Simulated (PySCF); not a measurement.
**Ca¹⁶⁺: ionisation energy**

Ca¹⁶⁺ [He] 2s2 (1S) → Ca¹⁷⁺ [He] 2s1 (2S), as a difference of total energies. Calculation: PySCF 2.14, in an even-tempered Gaussian basis (17 s from 3.1 bohr⁻², ratio 2.2; 9 p from 4.8 bohr⁻², ratio 2.4; 6 d from 14 bohr⁻², ratio 2.4; 5 f from 22 bohr⁻², ratio 2.4; 4 g from 33 bohr⁻², ratio 2.4); the non-relativistic Hamiltonian (point nucleus). Correlated levels: nothing frozen; virtual orbitals above 40 to 60 times the deepest correlated orbital energy dropped. The calculations carry no spin-orbit coupling.

| method | ionisation energy (eV) |
| --- | --- |
| UHF | 1074.6 |
| LDA | 1074.9 |
| PBE | 1077.4 |
| PBE0 | 1077.0 |
| r2SCAN | 1074.9 |
| r2SCAN0 | 1075.2 |
| BP86 | 1077.5 |
| MP2 (all electrons) | 1078.5 |
| SCS-MP2 (all electrons) | 1079.2 |

Problem. How much does correlation contribute at MP2 (all electrons)?

Solution. 1078.5 − (1074.6) = 3.9 eV, measured against UHF.

These non-relativistic numbers lack the scalar-relativistic shift.

For comparison: 1086.8 ± 0.4 eV (semi-empirical (NIST evaluation); NIST Atomic Spectra Database, ionization energies).
